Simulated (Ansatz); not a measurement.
Complex (SMILES): F (HF) with F (HF), atoms 1 to 2 the first; geometry from B3LYP-D3(BJ)/def2-TZVP, monomers rigid:
```xyz
4

F     -0.1109     0.0578    -0.7031
H      0.2570     0.2171     0.1337
F      1.2812     1.5025    -2.5344
H      0.7179     0.9578    -2.0301
```

Basis-set convergence of the uncorrected interaction energy at PBE with Ansatz (a first-principles code). Cartesian d functions, on some or all atoms, in 6-31G*, 6-31+G*; all else is spherical. No added dispersion term, no relativity. Functions are those of the species that has most. Reference: the counterpoise-corrected one, the value in aug-cc-pV5Z, -4.73 kcal/mol. Deviations are taken from unrounded values.

| basis | functions | uncorrected interaction energy (kcal/mol) |
|---|---|---|
| 6-31G* | 34 | -8.73 |
| 6-31+G* | 42 | -5.66 |
| cc-pVDZ | 38 | -8.92 |
| aug-cc-pVDZ | 64 | -4.83 |
| def2-SVP | 38 | -8.80 |
| def2-SVPD | 62 | -5.19 |
| pcseg-1 | 38 | -7.47 |
| aug-pcseg-1 | 64 | -5.32 |
| 6-311G** | 48 | -7.76 |
| 6-311+G** | 56 | -5.29 |
| def2-TZVP | 74 | -5.67 |
| def2-TZVPD | 98 | -4.68 |
| cc-pVTZ | 88 | -6.41 |
| aug-cc-pVTZ | 138 | -4.73 |
| pcseg-2 | 88 | -5.14 |
| aug-pcseg-2 | 138 | -4.78 |
| def2-TZVPP | 90 | -5.47 |
| def2-TZVPPD | 114 | -4.70 |
| cc-pVQZ | 170 | -5.52 |
| aug-cc-pVQZ | 252 | -4.77 |
| def2-QZVPP | 174 | -5.03 |
| def2-QZVPPD | 198 | -4.74 |
| pcseg-3 | 186 | -4.76 |
| aug-pcseg-3 | 268 | -4.73 |
| cc-pV5Z | 292 | -4.95 |
| aug-cc-pV5Z | 414 | -4.74 |

What the diffuse functions change, pair by pair:
- 6-31G* to 6-31+G*: 8 more functions, deviation -4.00 to -0.93 kcal/mol
- cc-pVDZ to aug-cc-pVDZ: 26 more functions, deviation -4.19 to -0.09 kcal/mol
- def2-SVP to def2-SVPD: 24 more functions, deviation -4.06 to -0.46 kcal/mol
- pcseg-1 to aug-pcseg-1: 26 more functions, deviation -2.74 to -0.59 kcal/mol
- 6-311G** to 6-311+G**: 8 more functions, deviation -3.03 to -0.56 kcal/mol
- def2-TZVP to def2-TZVPD: 24 more functions, deviation -0.94 to 0.06 kcal/mol
- cc-pVTZ to aug-cc-pVTZ: 50 more functions, deviation -1.68 to 0.00 kcal/mol
- pcseg-2 to aug-pcseg-2: 50 more functions, deviation -0.40 to -0.05 kcal/mol
- def2-TZVPP to def2-TZVPPD: 24 more functions, deviation -0.74 to 0.03 kcal/mol
- cc-pVQZ to aug-cc-pVQZ: 82 more functions, deviation -0.79 to -0.03 kcal/mol
- def2-QZVPP to def2-QZVPPD: 24 more functions, deviation -0.29 to 0.00 kcal/mol
- pcseg-3 to aug-pcseg-3: 82 more functions, deviation -0.03 to 0.00 kcal/mol
- cc-pV5Z to aug-cc-pV5Z: 122 more functions, deviation -0.22 to -0.01 kcal/mol

Leaving out the reference's own pair, they bring the value nearer the reference by more than 0.01 kcal/mol in 12 of 12 pairs.
